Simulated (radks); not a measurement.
Results of a calculation; reference values are marked as such.
Isoelectronic series with 40 electrons, each ion in its NIST ground configuration. Code: a radial shooting solver on a logarithmic mesh with Libxc functionals. Model: scalar-relativistic Kohn-Sham, PBE, spin-unpolarised, spherical densities, point nucleus. Total energies (hartree) and orbital eigenvalues (eV):

Zr: configuration [Kr] 4d2 5s2; E (hartree) -3598.53102; 4d -3.5990; 4p -32.4617; 4s -54.5050
Nb+: configuration [Kr] 4d4; E (hartree) -3819.36821; 4d -9.3085; 4p -40.9715; 4s -64.8080
Mo2+: configuration [Kr] 4d4; E (hartree) -4047.79797; 4d -20.8268; 4p -56.7507; 4s -82.7540
Tc3+: configuration [Kr] 4d4; E (hartree) -4283.69195; 4d -35.1539; 4p -75.3789; 4s -103.6709
Ru4+: configuration [Kr] 4d4; E (hartree) -4527.05515; 4d -51.8804; 4p -96.4064; 4s -127.0884
Rh5+: configuration [Kr] 4d4; E (hartree) -4777.90436; 4d -70.7994; 4p -119.6223; 4s -152.7852
Pd6+: configuration [Kr] 4d4; E (hartree) -5036.26306; 4d -91.7902; 4p -144.9105; 4s -180.6408
Ag7+: configuration [Kr] 4d4; E (hartree) -5302.15927; 4d -114.7749; 4p -172.1999; 4s -210.5829
Cd8+: configuration [Kr] 4d4; E (hartree) -5575.62442; 4d -139.7001; 4p -201.4436; 4s -242.5657
In9+: configuration [Kr] 4d4; E (hartree) -5856.69278; 4d -166.5267; 4p -232.6089; 4s -276.5592
Sn10+: configuration [Kr] 4d4; E (hartree) -6145.40107; 4d -195.2255; 4p -265.6726; 4s -312.5435
Sb11+: configuration [Kr] 4d4; E (hartree) -6441.78828; 4d -225.7740; 4p -300.6177; 4s -350.5058
Te12+: configuration [Kr] 4d4; E (hartree) -6745.89547; 4d -258.1542; 4p -337.4316; 4s -390.4385
